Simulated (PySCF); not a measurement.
Parent: `[C:1]1=[CH:2][CH2:3][CH2:4][CH2:5][CH2:6][CH2:7][CH:8]=1` with C1–C2–C3–C4 -13°, C2–C3–C4–C5 -61°, C3–C4–C5–C6 113°, C4–C5–C6–C7 -79°, C8H12.

Level of theory: PySCF 2.14.0, PBE0-D3(BJ)/def2-SVP geometry optimisation, gas phase. One conformer each, not checked by frequencies here.

```
coordinate of the parent    value
                   C1=C2  1.311 Å
                   C2–C3  1.511 Å
                   C3–C4  1.529 Å
                   C4–C5  1.547 Å
                   C5–C6  1.538 Å
                   C6–C7  1.536 Å
                   C7–C8  1.510 Å
                   C1=C8  1.311 Å
                C2–C1–C8   161.4°
                C1–C2–C3   118.8°
                C2–C3–C4   113.8°
                C3–C4–C5   115.6°
                C4–C5–C6   118.2°
                C5–C6–C7   116.6°
                C6–C7–C8   110.8°
                C1–C8–C7   118.9°
```

How does the shared frame change in `[Br:1][C:2]1=[C:3]=[CH:4][CH2:5][CH2:6][CH2:7][CH2:8][CH2:9]1` with C3–C4–C5–C6 -10°, C4–C5–C6–C7 -63°, C5–C6–C7–C8 114°, C6–C7–C8–C9 -79°, C8H11Br? Atoms pair as C1 = C3, C2 = C4, C3 = C5, C4 = C6, C5 = C7, C6 = C8, C7 = C9, C8 = C2 (parent first).

```
  parent  relative  value in the relative  change
   C1=C2     C3=C4                1.311 Å   0.000
   C2–C3     C4–C5                1.509 Å  -0.002
   C3–C4     C5–C6                1.529 Å   0.000
   C4–C5     C6–C7                1.548 Å  +0.001
   C5–C6     C7–C8                1.536 Å  -0.002
   C6–C7     C8–C9                1.534 Å  -0.002
   C7–C8     C9–C2                1.503 Å  -0.007
   C1=C8     C3=C2                1.307 Å  -0.004
C2–C1–C8  C4–C3–C2                 159.3°    -2.1
C1–C2–C3  C3–C4–C5                 118.6°    -0.2
C2–C3–C4  C4–C5–C6                 114.2°    +0.4
C3–C4–C5  C5–C6–C7                 115.7°    +0.1
C4–C5–C6  C6–C7–C8                 117.9°    -0.3
C5–C6–C7  C7–C8–C9                 116.1°    -0.5
C6–C7–C8  C8–C9–C2                 110.1°    -0.7
C1–C8–C7  C3–C2–C9                 121.3°    +2.4
```

Of the parent's bonds, C7–C8 changes most (-0.007 Å). Bonds of the relative outside the shared frame: Br1–C2 1.905 Å. Point group C1 → C1.

How does the shared frame change in `[CH3:1][N:2]([CH3:3])[C:4]1=[C:5]=[CH:6][CH2:7][CH2:8][CH2:9][CH2:10][CH2:11]1` with C5–C6–C7–C8 -74°, C6–C7–C8–C9 61°, C7–C8–C9–C10 -78°, C8–C9–C10–C11 113°, C10H17N? Atoms pair as C1 = C5, C2 = C4, C3 = C11, C4 = C10, C5 = C9, C6 = C8, C7 = C7, C8 = C6 (parent first).

```
  parent    relative  value in the relative  change
   C1=C2       C5=C4                1.330 Å  +0.019
   C2–C3      C4–C11                1.514 Å  +0.003
   C3–C4     C11–C10                1.528 Å  -0.001
   C4–C5      C10–C9                1.544 Å  -0.003
   C5–C6       C9–C8                1.535 Å  -0.003
   C6–C7       C8–C7                1.534 Å  -0.002
   C7–C8       C7–C6                1.511 Å  +0.001
   C1=C8       C5=C6                1.314 Å  +0.003
C2–C1–C8    C4–C5–C6                 156.6°    -4.8
C1–C2–C3   C5–C4–C11                 117.1°    -1.7
C2–C3–C4  C4–C11–C10                 113.9°    +0.1
C3–C4–C5  C11–C10–C9                 115.3°    -0.3
C4–C5–C6   C10–C9–C8                 117.6°    -0.6
C5–C6–C7    C9–C8–C7                 116.3°    -0.3
C6–C7–C8    C8–C7–C6                 111.4°    +0.6
C1–C8–C7    C5–C6–C7                 120.6°    +1.7
```

Of the parent's bonds, C1–C2 changes most (+0.019 Å). Bonds of the relative outside the shared frame: C1–N2 1.442, N2–C3 1.438, N2–C4 1.392 Å. Point group C1 → C1.
